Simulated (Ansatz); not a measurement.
Consider the redistribution: `CO[Si](C)(F)[SeH]` + `[NH2][SnH3]` → `CO[Si](C)(N)F` + `[SeH][SnH3]`.

Isolated molecules relaxed with PBE0-D4/def2-TZVP in Ansatz; ΔE leaves out vibrations. CCSD(T)/CBS is the MP2 limit (def2-TZVPP, def2-QZVPP) plus CCSD(T) − MP2 in def2-TZVPP, frozen cores. DFT in def2-TZVPP. B3LYP here is the variant with VWN-RPA as its local correlation; programs differ in this. Elements past krypton have def2 core potentials. For Se, Sn outer-core shells are correlated without core-valence functions, which leaves a few kJ/mol of doubt a bond. Scalar relativity is left out up to krypton. One conformer a species, not always the lowest.

```json
{"level": "PBE-D4", "ΔE (kcal/mol)": "-21.4", "difference from CCSD(T)/CBS": "1.7"}
{"level": "r2SCAN-D4", "ΔE (kcal/mol)": "-23.3", "difference from CCSD(T)/CBS": "-0.2"}
{"level": "PBE0-D4", "ΔE (kcal/mol)": "-23.2", "difference from CCSD(T)/CBS": "-0.1"}
{"level": "B3LYP-D4", "ΔE (kcal/mol)": "-23.7", "difference from CCSD(T)/CBS": "-0.6"}
{"level": "ωB97X-V", "ΔE (kcal/mol)": "-23.1", "difference from CCSD(T)/CBS": "0.0"}
{"level": "ωB97M-V", "ΔE (kcal/mol)": "-23.7", "difference from CCSD(T)/CBS": "-0.6"}
{"level": "B2PLYP", "ΔE (kcal/mol)": "-23.8", "difference from CCSD(T)/CBS": "-0.7"}
{"level": "PBE", "ΔE (kcal/mol)": "-22.0", "difference from CCSD(T)/CBS": "1.1"}
{"level": "r2SCAN", "ΔE (kcal/mol)": "-23.4", "difference from CCSD(T)/CBS": "-0.3"}
{"level": "PBE0", "ΔE (kcal/mol)": "-23.8", "difference from CCSD(T)/CBS": "-0.7"}
{"level": "B3LYP", "ΔE (kcal/mol)": "-24.7", "difference from CCSD(T)/CBS": "-1.6"}
{"level": "HF/def2-TZVPP", "ΔE (kcal/mol)": "-27.7", "difference from CCSD(T)/CBS": "-4.6"}
{"level": "MP2/def2-TZVPP", "ΔE (kcal/mol)": "-22.1", "difference from CCSD(T)/CBS": "1.0"}
{"level": "SCS-MP2/def2-TZVPP", "ΔE (kcal/mol)": "-22.4", "difference from CCSD(T)/CBS": "0.7"}
{"level": "CCSD/def2-TZVPP", "ΔE (kcal/mol)": "-23.3", "difference from CCSD(T)/CBS": "-0.2"}
{"level": "CCSD(T)/def2-TZVPP", "ΔE (kcal/mol)": "-22.4", "difference from CCSD(T)/CBS": "0.7"}
{"level": "HF/def2-QZVPP", "ΔE (kcal/mol)": "-27.8", "difference from CCSD(T)/CBS": "-4.7"}
{"level": "MP2/def2-QZVPP", "ΔE (kcal/mol)": "-22.5", "difference from CCSD(T)/CBS": "0.6"}
{"level": "SCS-MP2/def2-QZVPP", "ΔE (kcal/mol)": "-22.8", "difference from CCSD(T)/CBS": "0.3"}
{"level": "HF/CBS(def2)", "ΔE (kcal/mol)": "-27.8", "difference from CCSD(T)/CBS": "-4.7"}
{"level": "MP2/CBS(def2)", "ΔE (kcal/mol)": "-22.8", "difference from CCSD(T)/CBS": "0.3"}
{"level": "CCSD/CBS(def2)", "ΔE (kcal/mol)": "-24.0", "difference from CCSD(T)/CBS": "-0.9"}
{"level": "CCSD(T)/CBS", "ΔE (kcal/mol)": "-23.1", "difference from CCSD(T)/CBS": "0"}
```

Largest T1 diagnostic among the species: 0.013.

From PBE to PBE0 (25 % exact exchange), in def2-TZVPP and without D4, ΔE moves by −1.7 kcal/mol. The D4 term adds +1.0 kcal/mol with B3LYP and +0.6 kcal/mol with PBE0; it sums over pairs of atoms, weighted by their polarisabilities, and B3LYP, whose exchange is more repulsive, gets the larger term. In def2-TZVPP, CCSD(T) changes the Hartree–Fock value by +5.3 kcal/mol (the triples alone add +0.9 kcal/mol) and MP2 by +5.6 kcal/mol.
